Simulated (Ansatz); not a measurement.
```yaml
crystal:
  periodic: [false, false, false]
  atoms:
    - {symbol: F, position_ang: [-1.008398, -1.281518, -1.409876]}
    - {symbol: B, position_ang: [-0.383058, -0.497049, -0.543262]}
    - {symbol: Si, position_ang: [-0.025016, 1.451002, -1.050750]}
    - {symbol: Si, position_ang: [0.191800, -1.273386, 1.258818]}
    - {symbol: H, position_ang: [-0.533322, 1.821437, -2.399161]}
    - {symbol: H, position_ang: [-0.658212, 2.335198, -0.031810]}
    - {symbol: H, position_ang: [1.444439, 1.694759, -1.000745]}
    - {symbol: H, position_ang: [-0.142528, -2.713779, 1.424045]}
    - {symbol: H, position_ang: [-0.466108, -0.493545, 2.345227]}
    - {symbol: H, position_ang: [1.663503, -1.094417, 1.410415]}
basis:
  gaussian: {orbitals: def2-TZVPP}
hamiltonian: {xc: {name: rPW86-PBE}}
accuracy: high
outputs: {forces: true}
```

```sh
$ ansatz run in.yaml --threads 2 --pin off --events-out ev --progress --plain --max-ram 4352MiB
```

It prints (some lines left out):

```
Error: YAML parse error: error: line 18 column 1: unknown field `outputs`, expected one of crystal, accuracy, basis, kpoints, hamiltonian, magnetization, projection, total_charge, correlation, batch, efield, external_charges, scf, relax, neb, saddle, md, ramp, phonons, dielectric, real_time, elastic, magnetic_configurations, gw, evaluate, workflow, output, checkpoint, execution
16 | hamiltonian: {xc: {name: rPW86-PBE}}
17 | accuracy: high
18 | outputs: {forces: true}
```

In this input the input holds a key that doesn't belong there. The input was rejected before any iteration.
